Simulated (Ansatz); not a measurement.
Reaction (hydrogenolysis of a B–C bond): `BCBC` + H₂ → `BCB` + CH₄

Isolated molecules relaxed with PBE0-D4/def2-TZVP in Ansatz; ΔE leaves out vibrations. CBS: MP2 limit from def2 TZ/QZ plus the TZ coupled-cluster correction, frozen cores. This one scheme is used for every species. Functionals use def2-TZVPP. One conformer a species, not always the lowest.

CCSD(T)/CBS gives -15.9 kJ/mol.

Another level gave -19.5 kJ/mol. Which?
A. HF/def2-TZVPP
B. RPA@PBE/def2-TZVPP
C. BHLYP/def2-TZVPP
D. r2SCANh/def2-TZVPP

B. RPA@PBE/def2-TZVPP -19.5, r2SCANh -14.7, BHLYP -28.5, HF/def2-TZVPP -39.7 kJ/mol.

Largest T1 diagnostic among the species: 0.011.

In def2-TZVPP, CCSD(T) changes the Hartree–Fock value by +22.0 kJ/mol (the triples alone add +3.9 kJ/mol) and MP2 by +25.6 kJ/mol. Leaving LDA and LC-ωPBE aside and taking each functional with its dispersion term where it has one, the values, not all of them listed here, spread over 15.5 kJ/mol, from BHLYP-D4 to revPBE-D4. LDA lies +10.0 kJ/mol from PBE without D4.
